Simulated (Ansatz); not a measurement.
Computed with Ansatz on PBE0-D4/def2-TZVP structures; ΔE is electronic, products minus reactants. CCSD(T)/CBS is the MP2 limit (def2-TZVPP, def2-QZVPP) plus CCSD(T) − MP2 in def2-TZVPP, frozen cores. DFT in def2-TZVPP. One conformer a species, not always the lowest.

`O[SiH2]O[SiH2][SiH3]` + `C[SiH2]F` → `C[SiH](F)[SiH2]O` + `O[SiH2][SiH3]`  (formal exchange of groups at the Si–O bond)

`O[SiH2]O[SiH2][SiH3]`:

Cartesian coordinates in Å:
```
O -2.247 0.497 -1.468
Si -0.873 1.323 -1.135
O -0.389 1.125 0.411
Si 0.248 0.019 1.447
Si 1.543 -1.584 0.324
H -3.070 0.810 -1.089
H 0.142 0.759 -2.053
H -1.068 2.780 -1.324
H -0.855 -0.656 2.185
H 1.083 0.750 2.437
H 2.077 -2.555 1.318
H 2.687 -0.945 -0.381
H 0.722 -2.323 -0.673
```

`C[SiH2]F`:

Cartesian coordinates in Å:
```
C 0.307 0.913 -0.206
Si -0.277 -0.812 0.141
F -0.241 -1.078 1.722
H 1.329 1.060 0.150
H 0.291 1.105 -1.282
H -0.336 1.650 0.280
H -1.677 -1.014 -0.309
H 0.604 -1.823 -0.496
```

`C[SiH](F)[SiH2]O`:

Z-matrix (Å, degrees):
```
C
Si 1 1.860
H 1 1.094 2 109.9
H 1 1.093 2 110.9 3 119.5
H 1 1.092 2 111.2 3 -119.6
F 2 1.616 1 108.3 3 -176.2
Si 2 2.354 1 113.0 3 65.5
H 2 1.491 1 110.1 3 -59.7
O 7 1.656 2 111.2 1 60.6
H 7 1.493 2 109.9 1 -175.6
H 7 1.486 2 110.3 1 -56.2
H 9 0.958 7 117.0 2 60.4
```

`O[SiH2][SiH3]`:

Cartesian coordinates in Å:
```
O -1.017 -1.674 0.673
Si -0.997 -0.215 -0.105
Si 1.105 0.825 -0.004
H -0.405 -2.346 0.372
H -1.384 -0.361 -1.540
H -2.023 0.612 0.577
H 1.077 2.105 -0.765
H 2.142 -0.057 -0.610
H 1.502 1.111 1.401
```

(1) Is it downhill or uphill in electronic energy at CCSD(T)/CBS, and by how much? (An estimate is asked.)

(2) What do these levels give: PBE-D4, r2SCAN-D4, ωB97M-V, r2SCAN, PBE0, MP2/def2-TZVPP, SCS-MP2/def2-TZVPP, CCSD/def2-TZVPP, CCSD(T)/def2-TZVPP, MP2/def2-QZVPP, SCS-MP2/def2-QZVPP, MP2/CBS(def2)? (An estimate is asked.)

Largest T1 diagnostic among the species: 0.012.

Results:

(1) Ansatz gave: Uphill: ΔE = +151.4 kJ/mol.

(2) Ansatz gave: PBE-D4 121.4, r2SCAN-D4 143.6, ωB97M-V 152.4, r2SCAN 143.1, PBE0 131.0, MP2/def2-TZVPP 159.9, SCS-MP2/def2-TZVPP 162.2, CCSD/def2-TZVPP 155.6, CCSD(T)/def2-TZVPP 152.7, MP2/def2-QZVPP 160.0, SCS-MP2/def2-QZVPP 162.2, MP2/CBS(def2) 158.7 kJ/mol.

From PBE to PBE0 (25 % exact exchange), in def2-TZVPP and without D4, ΔE moves by +11.0 kJ/mol. In def2-TZVPP, CCSD(T) changes the Hartree–Fock value by −21.9 kJ/mol (the triples alone add −3.0 kJ/mol) and MP2 by −14.6 kJ/mol.
